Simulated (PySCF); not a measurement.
Excitation energy of Li by level of theory

Li [He] 2s1 (2S) → Li [He] 2p1 (2P), as a difference of total energies. All numbers are calculated (PySCF 2.14, the spin-free X2C one-electron Hamiltonian (Gaussian nucleus), in dyall-acv3z (15s9p3d, 57 functions)). Correlated levels: valence and next inner shell: nothing frozen; virtual orbitals above 40 to 60 times the deepest correlated orbital energy dropped. The calculations carry no spin-orbit coupling.

```csv
method,excitation energy (eV)
UHF,1.842
LDA,1.605
PBE,1.570
r2SCAN,1.623
revPBE,1.549
MP2 (valence and next inner shell),1.856
SCS-MP2 (valence and next inner shell),1.858
```

Question: Estimate what PBE0 gives.

Answer: 1.648 eV, closest to r2SCAN among the rows shown.

Question: Estimate what BP86 gives.

Answer: 1.523 eV, closest to revPBE among the rows shown.

Errors of the correlated levels include the incompleteness of this basis.

For comparison: 1.848 eV (measured; NIST levels, between the centres of gravity of the two terms).
